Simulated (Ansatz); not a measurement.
A made-up structure of SiHSO₂ (charge -1), closed shell:

```json
{"atom": "O1", "x (Å)": "-2.4761", "y (Å)": "-0.4832", "z (Å)": "-1.1440"}
{"atom": "Si2", "x (Å)": "0.3890", "y (Å)": "-0.5039", "z (Å)": "0.3341"}
{"atom": "O3", "x (Å)": "0.5242", "y (Å)": "-2.0143", "z (Å)": "0.0805"}
{"atom": "S4", "x (Å)": "-0.9896", "y (Å)": "0.3613", "z (Å)": "-1.1050"}
{"atom": "H5", "x (Å)": "-0.8701", "y (Å)": "1.6056", "z (Å)": "-0.6149"}
```

It is relaxed with PBE-D4/def2-SVPD and then PBE0-D4/def2-TZVPD (Ansatz 0.2.0). Atoms count as bonded within 1.22 times the sum of their covalent radii (H–H: 0.88 Å). The end point is not checked to be a true minimum.

Does its bonding change? (Judge from chemistry; the calculation decides.)

By the calculation: No: no bond forms or breaks.

Where it ends: The first stage lowers the energy by 1.05 eV in 13 steps. It ends as SiHSO₂ ([O][Si][SH][O]), total charge -1:
```
5
angstrom
O -2.5923 -0.1051 -1.3787
Si 0.7175 -0.5517 0.0501
O 0.6288 -2.0297 0.4764
S -1.1337 0.3029 -1.2457
H -1.0430 1.3490 -0.3514
```

Labels in which every atom is bracketed show which atoms are joined, not bond orders.

For scale, one of the runs: PBE0-D4/def2-TZVPD relaxation, 178 basis functions, launched by `ansatz run in.yaml --threads 2 --pin off --events-out ev --progress --plain --max-ram 4352MiB`. Hardware: 2 CPU threads of an Arm Neoverse V2, shared host. Wall time about 34 s.
